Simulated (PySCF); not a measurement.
PySCF input (HF/def2-TZVPD):

```python
from pyscf import gto, scf, dft

mol = gto.M(
    atom='''
    C    -2.38256365   -0.00941317    0.17512316
    C    -1.07179191    0.39012302    0.08427846
    C    -0.00505865   -0.48402376   -0.00637799
    Cl    1.62069297    0.06296259   -0.11833539
    H    -3.18143663    0.71408958    0.24397574
    H    -2.65390982   -1.05719620    0.18047044
    H    -0.84544331    1.45115902    0.08242589
    H    -0.11450544   -1.55853309   -0.01331228
    ''',
    basis='def2-tzvpd',
    charge=0,
    spin=1,
    verbose=4,
)

mf = scf.UHF(mol).density_fit(auxbasis='def2-universal-jkfit')
mf.conv_tol = 1e-9
mf.max_cycle = 100
mf.max_memory = 1500
mf.kernel()
if not mf.converged:
    mf = mf.newton()
    mf.kernel(mf.make_rdm1())
for _ in range(2):
    mo, _, stable, _ = mf.stability(return_status=True)
    if stable:
        break
    mf.kernel(mf.make_rdm1(mo, mf.mo_occ))
mf.analyze()
```

End of the output:

```
Extra cycle  E= -575.444165142744  delta_E= -5.48e-11  |g|= 3.66e-06  |ddm|= 1.31e-05
converged SCF energy = -575.444165142744  <S^2> = 0.95755432  2S+1 = 2.1977755
uhf_internal: lowest eigs of H = [0.31450706 0.38189625 0.41519423]
<class 'pyscf.df.df_jk.DFUHF'> wavefunction is stable in the internal stability analysis
**** SCF Summaries ****
Total Energy =                        -575.444165142743941
Nuclear Repulsion Energy =             134.622233563563839
One-electron Energy =                -1057.909954212894036
Two-electron Energy =                  347.843555506586142
Two-electron Coulomb Energy =          392.421532481061604
DFT Exchange-Correlation Energy =      -44.577976974475462
HOMO-LUMO gap [eV] =                    10.981466354659622
**** MO energy ****
                             alpha | beta                alpha | beta
MO #1   energy= -104.840478749169  | -104.840225140669  occ= 1 | 1
MO #2   energy= -11.2992245881966  | -11.2781774914173  occ= 1 | 1
MO #3   energy= -11.2455407129223  | -11.2531697579989  occ= 1 | 1
MO #4   energy= -11.2390024169532  | -11.2271753165073  occ= 1 | 1
MO #5   energy= -10.5680616767411  | -10.5677858848112  occ= 1 | 1
MO #6   energy= -8.03513409752458  | -8.0361926002722   occ= 1 | 1
MO #7   energy= -8.03384034260917  | -8.03334817711614  occ= 1 | 1
MO #8   energy= -8.03353955895025  | -8.03167686376103  occ= 1 | 1
MO #9   energy= -1.16962041282669  | -1.15120602728815  occ= 1 | 1
MO #10  energy= -1.0658551588559   | -1.05908113461538  occ= 1 | 1
MO #11  energy= -0.923548827315422 | -0.866069054046893 occ= 1 | 1
MO #12  energy= -0.779354290369429 | -0.768194019481353 occ= 1 | 1
MO #13  energy= -0.652481923106301 | -0.645179302444611 occ= 1 | 1
MO #14  energy= -0.642280495543248 | -0.633725116044968 occ= 1 | 1
MO #15  energy= -0.554634171609537 | -0.546761408270765 occ= 1 | 1
MO #16  energy= -0.548297272742973 | -0.532140645618862 occ= 1 | 1
MO #17  energy= -0.535484727732495 | -0.492611599629999 occ= 1 | 1
MO #18  energy= -0.453684821208554 | -0.453515357075318 occ= 1 | 1
MO #19  energy= -0.445226677353742 | -0.40642913228648  occ= 1 | 1
MO #20  energy= -0.334896516823125 | 0.0686649315569166 occ= 1 | 0
MO #21  energy= 0.0680109919320327 | 0.0752032745526438 occ= 0 | 0
MO #22  energy= 0.0732127758577557 | 0.082386624295559  occ= 0 | 0
MO #23  energy= 0.0819128715664891 | 0.0839399484254057 occ= 0 | 0
MO #24  energy= 0.0960394069670218 | 0.097344544288254  occ= 0 | 0
MO #25  energy= 0.10514122555418   | 0.105507028717257  occ= 0 | 0
MO #26  energy= 0.115390580449385  | 0.116117222146046  occ= 0 | 0
MO #27  energy= 0.151222621807251  | 0.157682854036602  occ= 0 | 0
MO #28  energy= 0.157642273721155  | 0.160246344936356  occ= 0 | 0
MO #29  energy= 0.168964251288203  | 0.170499069287865  occ= 0 | 0
MO #30  energy= 0.188824159855026  | 0.188917094084316  occ= 0 | 0
MO #31  energy= 0.208767429486595  | 0.220360218671114  occ= 0 | 0
MO #32  energy= 0.217767104869707  | 0.221591411637014  occ= 0 | 0
MO #33  energy= 0.219497506671676  | 0.231659194841232  occ= 0 | 0
MO #34  energy= 0.249480833381698  | 0.257300259353682  occ= 0 | 0
MO #35  energy= 0.254400903040481  | 0.268110532606465  occ= 0 | 0
MO #36  energy= 0.267713164685057  | 0.273294487589372  occ= 0 | 0
MO #37  energy= 0.276716491031994  | 0.283127963976298  occ= 0 | 0
MO #38  energy= 0.282587905245852  | 0.28734783292755   occ= 0 | 0
MO #39  energy= 0.300297169804568  | 0.301843232218261  occ= 0 | 0
MO #40  energy= 0.301298101086349  | 0.314463338721363  occ= 0 | 0
MO #41  energy= 0.316950029103672  | 0.319665750111857  occ= 0 | 0
MO #42  energy= 0.325649709490099  | 0.330103896490243  occ= 0 | 0
MO #43  energy= 0.339625280432693  | 0.341354642783219  occ= 0 | 0
MO #44  energy= 0.347725098675639  | 0.350627720341352  occ= 0 | 0
MO #45  energy= 0.360699315757825  | 0.360796673149273  occ= 0 | 0
MO #46  energy= 0.360819926681198  | 0.367370795980968  occ= 0 | 0
MO #47  energy= 0.365612975621398  | 0.377690058051945  occ= 0 | 0
MO #48  energy= 0.373696826686132  | 0.379356176759892  occ= 0 | 0
MO #49  energy= 0.389221385590554  | 0.38995831581338   occ= 0 | 0
MO #50  energy= 0.398971990439375  | 0.403955181934436  occ= 0 | 0
MO #51  energy= 0.412438702759875  | 0.414518183740834  occ= 0 | 0
MO #52  energy= 0.418557746216601  | 0.421131386433744  occ= 0 | 0
MO #53  energy= 0.428708254844684  | 0.437023512889456  occ= 0 | 0
MO #54  energy= 0.433827891564372  | 0.44428936608478   occ= 0 | 0
MO #55  energy= 0.439506563085814  | 0.446876630845814  occ= 0 | 0
MO #56  energy= 0.449572311229336  | 0.460571577919069  occ= 0 | 0
MO #57  energy= 0.468796200636345  | 0.467604208370079  occ= 0 | 0
MO #58  energy= 0.469330207203179  | 0.470203539510636  occ= 0 | 0
MO #59  energy= 0.483632295932803  | 0.488450936926165  occ= 0 | 0
MO #60  energy= 0.496951715291147  | 0.502675251557551  occ= 0 | 0
MO #61  energy= 0.502274870370517  | 0.511646224034953  occ= 0 | 0
MO #62  energy= 0.52516110681587   | 0.52599955830661   occ= 0 | 0
MO #63  energy= 0.542283476091296  | 0.542959127085077  occ= 0 | 0
MO #64  energy= 0.559372228885548  | 0.563603903138501  occ= 0 | 0
MO #65  energy= 0.565921470937576  | 0.568069644496726  occ= 0 | 0
MO #66  energy= 0.572025141676785  | 0.574094320063021  occ= 0 | 0
MO #67  energy= 0.59207724389886   | 0.597606707543623  occ= 0 | 0
MO #68  energy= 0.6200499842451    | 0.624294526566921  occ= 0 | 0
MO #69  energy= 0.627310424380581  | 0.635241957173208  occ= 0 | 0
MO #70  energy= 0.634606722282028  | 0.666336873794872  occ= 0 | 0
MO #71  energy= 0.703309786307237  | 0.706119015636204  occ= 0 | 0
MO #72  energy= 0.735229374473427  | 0.738289343254975  occ= 0 | 0
MO #73  energy= 0.736223779906612  | 0.739080717667954  occ= 0 | 0
MO #74  energy= 0.747567159384569  | 0.755184959423159  occ= 0 | 0
MO #75  energy= 0.779796507292822  | 0.78283866793813   occ= 0 | 0
MO #76  energy= 0.781708341824716  | 0.789579942232999  occ= 0 | 0
MO #77  energy= 0.796530238360934  | 0.801462143089546  occ= 0 | 0
MO #78  energy= 0.808106572741342  | 0.810869102841141  occ= 0 | 0
MO #79  energy= 0.831556397550051  | 0.840458363884859  occ= 0 | 0
MO #80  energy= 0.846337763273508  | 0.847010373899464  occ= 0 | 0
MO #81  energy= 0.853360525575841  | 0.85577680321833   occ= 0 | 0
MO #82  energy= 0.868441044692228  | 0.871421894186277  occ= 0 | 0
MO #83  energy= 0.883657280773123  | 0.888783320162969  occ= 0 | 0
MO #84  energy= 0.890076226608202  | 0.899444668907582  occ= 0 | 0
MO #85  energy= 0.892724511844478  | 0.904259508510749  occ= 0 | 0
MO #86  energy= 0.907996329560045  | 0.911206940348923  occ= 0 | 0
MO #87  energy= 0.931134020781115  | 0.934761950705573  occ= 0 | 0
MO #88  energy= 0.967006519762218  | 0.968216541609067  occ= 0 | 0
MO #89  energy= 0.981927915231104  | 0.996649977628083  occ= 0 | 0
MO #90  energy= 0.995218653612139  | 1.01688600708717   occ= 0 | 0
MO #91  energy= 1.01594530044534   | 1.0220510067462    occ= 0 | 0
MO #92  energy= 1.04369419213058   | 1.04664916239623   occ= 0 | 0
MO #93  energy= 1.05806957468411   | 1.06589108646369   occ= 0 | 0
MO #94  energy= 1.17011947552849   | 1.18344639833996   occ= 0 | 0
MO #95  energy= 1.17097783349895   | 1.18644638681023   occ= 0 | 0
MO #96  energy= 1.19122504288327   | 1.22576722939109   occ= 0 | 0
MO #97  energy= 1.24828968209325   | 1.25596002071734   occ= 0 | 0
MO #98  energy= 1.25305129347145   | 1.25889743154773   occ= 0 | 0
MO #99  energy= 1.36413709275716   | 1.37485447998783   occ= 0 | 0
MO #100 energy= 1.42752452061441   | 1.44266601823164   occ= 0 | 0
MO #101 energy= 1.42967130171567   | 1.4474708307385    occ= 0 | 0
MO #102 energy= 1.44954915078654   | 1.45462326763764   occ= 0 | 0
MO #103 energy= 1.5154377802245    | 1.51503570821093   occ= 0 | 0
MO #104 energy= 1.61021062504418   | 1.61917306767634   occ= 0 | 0
[...]
```

It need not be the lowest isomer of its formula.

The determinant is spin-contaminated: <S^2> is 0.96 against 0.75 for a pure state.
